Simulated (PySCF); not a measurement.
A structure optimised at PBE0-D3(BJ)/def2-SVP, used in a PySCF frequency run:

```xyz
13

C     -2.4585    -0.4721     0.1574
C     -1.3554     0.5227     0.4842
N     -0.2546     0.4854    -0.4473
B      1.0386     0.0135    -0.1839
O      1.9882    -0.0143    -1.1613
F      1.3526    -0.4158     1.0546
H     -2.0702    -1.5021     0.1682
H     -2.8812    -0.2840    -0.8429
H     -3.2818    -0.4046     0.8854
H     -0.9511     0.3144     1.4860
H     -1.7801     1.5424     0.5313
H     -0.4671     0.7777    -1.3932
H      2.8254    -0.3563    -0.8348
```

### Question
Write its SMILES and formula.

### Answer
CCNB(O)F, C₂H₇BFNO

### Question
What are its rotational constants (standard atomic weights)?

### Answer
7.2463, 1.9459, 1.6943 GHz
